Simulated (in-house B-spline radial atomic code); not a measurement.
RPA and G0W0 for the phosphorus ion P³⁺, [Ne] 3s2, as one setting changes: the share of exact exchange in the PBE hybrid start. A dash marks a level of low quasi-particle weight. Computed with a B-spline radial code for spherical atoms: all electrons, non-relativistic, point nucleus, each spin shell either full or empty, empty states to l = 9 with an (l + 1/2)⁻⁴ tail; G0W0 by contour deformation at full frequency.

```csv
share of exact exchange in the PBE hybrid start,mean-field level (eV),G0W0 level (eV),RPA correlation (Eh)
0,-45.50,3s -51.76,-0.74179
0.1,-46.04,3s -51.73,-0.73021
0.2,-46.58,3s -51.70,-0.71942
0.3,-47.12,3s -51.66,-0.7093
0.4,-47.65,3s -51.63,-0.69976
0.5,?,?,?
0.6,?,?,?
0.7,-49.25,3s -51.54,-0.67394
0.8,-49.78,3s -51.51,-0.66609
0.9,-50.30,3s -51.48,-0.65857
1,-50.83,3s -51.46,-0.65133
```

Task: What belongs in the row for 0.6?

Result: mean-field level (eV): -48.72; G0W0 level (eV): 3s -51.57; RPA correlation (Eh): -0.68214.

Task: What belongs in the row for 0.5?

Result: mean-field level (eV): -48.18; G0W0 level (eV): 3s -51.60; RPA correlation (Eh): -0.69073.
